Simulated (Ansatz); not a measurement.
One change: `F[SiH2][NH][AlH2]` becomes `FC[NH][AlH2]`.

Ansatz, PBE0-D4/def2-TZVP geometries, multiplicity 1. Each molecule was computed in one conformer, which needn't be the lowest.

| property | `F[SiH2][NH][AlH2]` |
| --- | --- |
| HOMO energy (B3LYP/def2-TZVPP) / eV | -8.20 |
| zero-point energy (PBE0-D4/def2-TZVP) / kJ/mol | 132.2 |
| LUMO energy (PBE0/def2-TZVPP) / eV | -1.14 |
| HOMO energy (PBE/def2-TZVPP) / eV | -7.12 |
| LUMO energy (ωB97M-V/def2-TZVPP) / eV | 0.46 |
| HOMO energy (PBE0/def2-TZVPP) / eV | -8.46 |

Task: What does the change do to each property? (An estimate is asked.)

Result: The calculation gave: 
```csv
property,`FC[NH][AlH2]`,shift
HOMO energy (B3LYP/def2-TZVPP) / eV,-7.69,0.51
zero-point energy (PBE0-D4/def2-TZVP) / kJ/mol,160.6,28.4
LUMO energy (PBE0/def2-TZVPP) / eV,-1.02,0.12
HOMO energy (PBE/def2-TZVPP) / eV,-6.59,0.53
LUMO energy (ωB97M-V/def2-TZVPP) / eV,0.57,0.11
HOMO energy (PBE0/def2-TZVPP) / eV,-7.92,0.54
```

With PBE0 the HOMO rises by 0.54 eV and the LUMO rises by 0.12 eV, so the gap narrows by about 0.42 eV. PBE moves the HOMO by 0.53 eV and ωB97M-V by 0.53 eV.

B3LYP here is the variant with VWN-RPA as its local correlation; programs differ in this.
